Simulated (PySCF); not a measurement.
# Bi(III) with different ligands

Computed with PySCF 2.14.0, r2SCAN, def2-SVP on the ligands, density fitting, scalar-relativistic core potentials, no spin-orbit coupling, vacuum. The metal has def2-SVP with ECP60. Each complex is relaxed within the symmetry of a template of the same shape. Distances are means of the shortest metal–ligand contacts, charges and spins Mulliken's; removal energies are rigid, with the ligand's formal charge and no counterpoise, so too large; for an anion taken off a cation in vacuum most of it is the attraction of opposite charges, and multiply charged cations can part far more cheaply with an electron moved from ligand to metal.

Question: Order these by the energy to remove one first-named ligand, lowest first.
A. BiCl3
B. BiI3
C. Bi(CN)3

Answer: B (7.23), A (9.06), C (9.35).

Question: What else do they give?

Answer: 
```tsv
complex	point group	M–first ligand (Å)	charge on M (e)	dipole (D)	HOMO–LUMO gap (eV)	removal of one first-named ligand (eV)	unstable modes (below −25 cm⁻¹)
BiI3	C3v	2.835	0.56	2.83	2.99	7.23	not given
BiCl3	C3v	2.470	0.95	4.08	4.73	9.06	not given
Bi(CN)3	C3v	2.234	1.07	6.43	5.46	9.35	not given
```

Released from the template's symmetry along a force that breaks it: BiI3. One start shape was tried for each, so a minimum needn't be the lowest isomer.
